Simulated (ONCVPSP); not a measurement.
## Varying the ONCV potential for H (Z = 1)

Base potential:

```
Element                 : hydrogen
Generator               : ONCVPSP 4.0.1
Type                    : optimised norm-conserving Vanderbilt (ONCV)
Functional              : PBEsol
Relativity              : scalar-relativistic
Frozen core             : none
Valence charge          : 1
Reference configuration : 1s1
Partial waves           : 1s: rc 1.35 bohr, ncon 4, nbas 7, qcut 5 1/bohr, 1 projector; p scattering state at 0.4 Ha: rc 1.50 bohr, ncon 4, nbas 9, qcut 5.9 1/bohr, 2 projectors, debl 2.8 Ha
Local potential         : polynomial inside 1.10 bohr (lpopt 5, dvloc0 3 Ha)
Core correction         : none
```

All-electron outer shells of the reference configuration (PBEsol, scalar-relativistic, ld1.x):

| shell | level (eV) | outermost node (bohr) | outermost maximum (bohr) |
| --- | --- | --- | --- |
| 1s | -6.33 | – | 1.05 |

Cutoffs, loose and tight: the cutoffs (Ha) at which the residual kinetic energy of the hardest occupied pseudo-wave falls to 1 and 0.1 mHa per electron. They do not see the model core or the augmentation charge, which bear on the density cutoff. Test errors are all-electron minus pseudo excitation energies from the reference, over the configurations 1s0.5. A dash means not determined; rows that change the core or the reference have their own tests.

| change | outcome | cutoff, loose | cutoff, tight | bound ghosts | GHOST(+) flags above zero |
| --- | --- | --- | --- | --- | --- |
| base | generated | 11 Ha | 45 Ha | none | none |
| local potential polynomial inside 0.85 bohr (lpopt 5, dvloc0 -1 Ha) | generated | 11 Ha | 45 Ha | none | s |
| p: rc 1.06; local potential polynomial inside 1.06 bohr (lpopt 5, dvloc0 3 Ha) | generated | 11 Ha | 45 Ha | none | none |
| local potential polynomial inside 1.10 bohr (lpopt 5, dvloc0 8 Ha) | generated | 11 Ha | 45 Ha | none | none |
| functional PW91; p: rc 1.35, qcut 6.6 | generated | 11 Ha | 47 Ha | none | none |
| s: qcut 4.7; p: qcut 5.6 | generated | 11 Ha | 51 Ha | none | none |

(1) What comes out with this change to the base: all radii scaled by about 1.11 (s 1.50, p 1.66 bohr); local potential polynomial inside 1.22 bohr (lpopt 5, dvloc0 3 Ha)?

## Answers

(1) outcome: generated; cutoff, loose: 10.0 Ha; cutoff, tight: 21 Ha; bound ghosts: none; GHOST(+) flags above zero: none.
